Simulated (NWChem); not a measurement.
System: chlorotrifluoromethane (CClF3); SMILES FC(F)(F)Cl

Here is an NWChem input.

```
start job
memory heap 200 mb stack 900 mb global 1100 mb
geometry units angstroms noautoz
  F     -0.987347    -0.746844     0.809882
  C      0.000000     0.000000     0.356229
  F     -0.153113     1.228489     0.809882
  F      1.140460    -0.481645     0.809882
  Cl     0.000000     0.000000    -1.403427
end
basis spherical
  * library def2-tzvpd
end
dft
  xc xcamb88 1.00 lyp 0.81 vwn_5 0.19 hfexch 1.00
  cam 0.33 cam_alpha 0.19 cam_beta 0.46
  iterations 150
  semidirect filesize 400000000
  mulliken
end
task dft energy
```

Geometry: optimised at PBE0/def2-SVP.

What results follow from this input? (CAM-B3LYP/def2-TZVPD.) Quantities: energy (Ha); highest occupied level (eV); orbital gap (eV); dipole (D).

energy (Ha): -797.94
highest occupied level (eV): -11.55
orbital gap (eV): 12.09
dipole (D): 0.39
